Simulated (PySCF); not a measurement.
A side-by-side comparison of computed properties.

First species: C6H14N2Si2.
InChI=1S/C6H14N2Si2/c1-3-4-7-10(2)6-5-9-8-10/h1,7-8H,4-6,9H2,2H3/t10-/m1/s1

Second species: C₆H₁₄N₂Si₂.
SMILES with atom numbers: `[N:1]#[C:2][SiH2:3][NH:4][SiH2:5][CH:6]1[CH2:7][CH2:8][CH2:9][CH2:10]1` (hydrogens: H11, H12 on Si3; H13 on N4; H14, H15 on Si5; H16 on C6; H17, H18 on C7; H19, H20 on C8; H21, H22 on C9; H23, H24 on C10)

Levels: wB97X-D/def2-SVPD for HOMO energy, LUMO energy, HOMO–LUMO gap and static isotropic polarisability; TDDFT wB97X-D/def2-SVPD for lowest singlet excitation; TDA wB97X-D/def2-SVPD for lowest triplet excitation (Tamm–Dancoff); ΔSCF wB97X-D/def2-SVPD for vertical ionisation energy. Geometries: PBE0-D3(BJ)/def2-SVP. All species are isolated and taken at one optimised geometry, non-relativistic unless stated. Electronic properties by PySCF.

Values for the first species:

* HOMO energy: -8.62 eV
* LUMO energy: 1.93 eV
* HOMO–LUMO gap: 10.55 eV
* Lowest singlet excitation: 6.44 eV
* Lowest triplet excitation (Tamm–Dancoff): 5.41 eV
* Static isotropic polarisability: 130.6 au
* Vertical ionisation energy: 8.58 eV

Question: Estimate the same properties for the second species, and the change in each.

Answer: 
```json
{"property": "HOMO energy", "first": "-8.62 eV", "second": "-9.57 eV", "second less first": "-0.95 eV"}
{"property": "LUMO energy", "first": "1.93 eV", "second": "0.95 eV", "second less first": "-0.98 eV"}
{"property": "HOMO–LUMO gap", "first": "10.55 eV", "second": "10.52 eV", "second less first": "-0.03 eV"}
{"property": "lowest singlet excitation", "first": "6.44 eV", "second": "6.29 eV", "second less first": "-0.15 eV"}
{"property": "lowest triplet excitation (Tamm–Dancoff)", "first": "5.41 eV", "second": "5.81 eV", "second less first": "+0.40 eV"}
{"property": "static isotropic polarisability", "first": "130.6 au", "second": "126.8 au", "second less first": "-3.8 au"}
{"property": "vertical ionisation energy", "first": "8.58 eV", "second": "9.56 eV", "second less first": "+0.98 eV"}
```

On the first: The 10 singlets span 6.44 to 7.64 eV, and their oscillator strengths add up to 0.12. S1 lies 4.11 eV below the HOMO–LUMO gap; its leading configuration is HOMO→LUMO, weight 0.64.

On the second: S1 lies 4.23 eV below the HOMO–LUMO gap; its leading configuration is HOMO→LUMO, weight 0.79. In wavenumbers S1 is 50700 cm⁻¹ (1 eV = 8065.54 cm⁻¹).

One conformer stands for the species.
